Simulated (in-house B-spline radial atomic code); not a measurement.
A fraction x of an electron is removed from 5s in Ag, starting from [Kr] 4d10 5s1 and keeping the highest spin. Level of theory: scalar-relativistic (X2C) BP86, spin-polarised, spherical fractional occupations, Fermi nucleus of rms radius 4.5454 fm; calculated with a radial B-spline atomic code at the basis-set limit.

```json
{"x": "0", "E(x) - E(0) (eV)": "0.0000", "5s up level (eV)": "-4.907"}
{"x": "0.1", "E(x) - E(0) (eV)": "0.5218", "5s up level (eV)": "-5.530"}
{"x": "0.21", "E(x) - E(0) (eV)": "1.1682", "5s up level (eV)": "-6.224"}
{"x": "0.33", "E(x) - E(0) (eV)": "1.9610", "5s up level (eV)": "-6.991"}
{"x": "0.4", "E(x) - E(0) (eV)": "2.4661", "5s up level (eV)": "-7.441"}
{"x": "0.5", "E(x) - E(0) (eV)": "3.2426", "5s up level (eV)": "-8.089"}
{"x": "0.6", "E(x) - E(0) (eV)": "4.0840", "5s up level (eV)": "-8.739"}
{"x": "0.65", "E(x) - E(0) (eV)": "4.5291", "5s up level (eV)": "-9.064"}
{"x": "0.87", "E(x) - E(0) (eV)": "6.6805", "5s up level (eV)": "-10.492"}
{"x": "0.94", "E(x) - E(0) (eV)": "7.4307", "5s up level (eV)": "-10.943"}
{"x": "1", "E(x) - E(0) (eV)": "8.0989", "5s up level (eV)": "-"}
```

The exact functional would give a straight line between the two integer points. Deviations E(x) - E(0) - x[E(1) - E(0)], in eV: -0.288 at x = 0.1, -0.533 at x = 0.21, -0.712 at x = 0.33, -0.773 at x = 0.4, -0.807 at x = 0.5, -0.775 at x = 0.6, -0.735 at x = 0.65, -0.366 at x = 0.87, -0.182 at x = 0.94.

The curve lies below the straight line by up to 0.807 eV (at x = 0.5): convex, the delocalisation error that favours fractional charges.

Problem. How well does Slater's transition state (minus the level at half occupation) give the ionisation energy?

Solution. It gives 8.089 eV against 8.099 eV from the two total energies; NIST lists 7.58 eV, ground level to ground level.
